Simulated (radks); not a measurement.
Effect of the nuclear size on neutral cobalt, [Ar] 3d7 4s2. Calculated with a radial shooting solver on a logarithmic mesh with Libxc functionals: Dirac Kohn-Sham, exchange-only LDA, spin-unpolarised, spherical densities, finite nucleus; open shells are shared between the two j in proportion to 2j + 1; Fermi nuclear charge, rms radius 3.7875 fm. The rms radius is varied about that value; shifts are against it.

| rms radius (fm) | total energy shift (eV) | density at nucleus (e/bohr^3) | 1s1/2 shift (meV) | 2s1/2 shift (meV) | 2p1/2 shift (meV) | 3s1/2 shift (meV) |
|---|---|---|---|---|---|---|
| 3.405 | -0.0257 | 1.722e+04 | -10.9 | -0.997 | 0.101 | -0.142 |
| 3.5678 | -0.0151 | 1.718e+04 | -6.41 | -0.585 | 0.059 | -0.083 |
| 3.7875 | 0 | 1.714e+04 | 0.000 | 0.000 | 0.000 | 0.000 |
| 4.1587 | 0.0275 | 1.706e+04 | 11.7 | 1.06 | -0.108 | 0.151 |
| 4.6738 | 0.0696 | 1.697e+04 | 29.6 | 2.70 | -0.273 | 0.384 |

Slopes of the eigenvalues against <r^2> in GHz/fm^2, as finite differences over the two radii next to the reference (eigenvalue slopes, not the field-shift constants of lines): 1s1/2 957, 2s1/2 87.3, 2p1/2 -8.84, 3s1/2 12.4.
